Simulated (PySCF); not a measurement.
A PySCF script (with the pyscf-properties extension) for the NMR shieldings of `B(CC[SiH2]F)(F)F`, C2H6BF3Si, on a GFN2-xTB geometry:

```python
import basis_set_exchange as bse
import numpy as np
from pyscf import gto, dft
from pyscf.prop import nmr

atoms = """
F     1.518951    0.940210   -1.744895
Si    1.524409    0.888162   -0.129930
C     0.612139   -0.710962    0.336348
C    -0.789714   -0.803168   -0.286129
B    -1.831989    0.229809    0.283638
F    -1.589555    1.029360    1.304945
F    -3.049147    0.358467   -0.207595
H     2.930786    0.816502    0.239667
H     0.847226    2.108314    0.271628
H     0.528771   -0.790846    1.420192
H     1.199070   -1.571291    0.006202
H    -1.188972   -1.813268   -0.141285
H    -0.716362   -0.680803   -1.370512
"""
names = dict.fromkeys(["F", "Si", "C", "B", "H"], "pcSseg-1")
basis = {el: gto.basis.parse(bse.get_basis(n, elements=[el], fmt="nwchem")) for el, n in names.items()}
mol = gto.M(atom=atoms, basis=basis, charge=0, verbose=0)
mf = dft.RKS(mol, xc="PBE0")
mf.grids.level = 2
mf.grids.alignment = dft.numint.BLKSIZE   # the property module wants whole blocks of grid points
mf.conv_tol = 1e-9
mf.kernel()

calc = nmr.RKS(mf)   # GIAO
C = mf.mo_coeff
Co = C[:, mf.mo_occ > 0]
resp = mf.gen_response(singlet=True, hermi=2)
def vind(x):   # induced exchange potential for any number of trial vectors
    d = np.einsum("pi,xij,qj->xpq", C, 2 * x.reshape(-1, C.shape[1], Co.shape[1]), Co, optimize=True)
    return np.einsum("xpq,pi,qj->xij", resp(d - d.transpose(0, 2, 1)), C, Co, optimize=True).ravel()
mo1, _ = nmr.rhf.solve_mo1(calc, with_cphf=vind)
sigma = calc.kernel(mo1)
for i, s in enumerate(sigma):   # ppm
    w = np.linalg.eigvalsh((s + s.T) / 2)
    print("%2d %-2s iso %8.1f  s11 %8.1f  s22 %8.1f  s33 %8.1f" % (i, mol.atom_pure_symbol(i), w.mean(), *w))
```

**Question.** Give the expected output.

**Answer.** 
```
 0 F  iso    407.1  s11    369.2  s22    416.4  s33    435.5
 1 Si iso    339.2  s11    288.3  s22    334.0  s33    395.2
 2 C  iso    176.0  s11    167.4  s22    178.5  s33    182.0
 3 C  iso    179.6  s11    169.3  s22    176.2  s33    193.4
 4 B  iso     71.1  s11     43.0  s22     79.2  s33     91.2
 5 F  iso    237.7  s11     49.7  s22    285.0  s33    378.4
 6 F  iso    235.8  s11     54.9  s22    288.8  s33    363.7
 7 H  iso     26.5  s11     23.0  s22     24.7  s33     31.8
 8 H  iso     26.5  s11     23.0  s22     25.9  s33     30.7
 9 H  iso     31.1  s11     26.4  s22     29.7  s33     37.3
10 H  iso     30.4  s11     25.4  s22     28.5  s33     37.4
11 H  iso     30.2  s11     24.5  s22     28.8  s33     37.3
12 H  iso     30.2  s11     25.2  s22     29.8  s33     35.5
```

These numbers come from an equivalent density-fitted implementation of the same equations, which agrees with the script to about 0.01 ppm for H and up to a few tenths of a ppm for heavy atoms, so last digits may differ.

Size and cost of the density-fitted run: 156 basis functions, 19 s wall time on 1 thread of an Arm Neoverse V1, shared host; peak memory 0.72 GiB.
